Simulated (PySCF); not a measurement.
# Radial density of W (tungsten, neutral)

MN15, [Xe] 4f14 5d4 6s2, high-spin 5D determinant. All numbers are calculated (PySCF 2.14, a scalar-relativistic core potential, in cc-pVDZ-PP with ECP60MDF). This is the valence pseudo-density: the core potential removes the inner electrons and smooths the orbitals near the nucleus.

| r (bohr) | 4πr²ρ (e/bohr) | 4πr²(ρα − ρβ) |
| --- | --- | --- |
| 0.136 | 2.887e-05 | 0.0000 |
| 0.229 | 0.0001608 | 0.0000 |
| 0.386 | 0.03244 | 0.0018 |
| 0.649 | 2.831 | 0.1264 |
| 1.09 | 10.69 | 1.5479 |
| 1.84 | 4.425 | 2.0740 |
| 3.09 | 1.382 | 0.6209 |
| 5.20 | 0.1779 | 0.0327 |
| 8.74 | 0.002941 | -0.0001 |

Energies and moments cover only the electrons outside the core potential. Spin-orbit coupling, absent here, splits the open shell strongly.
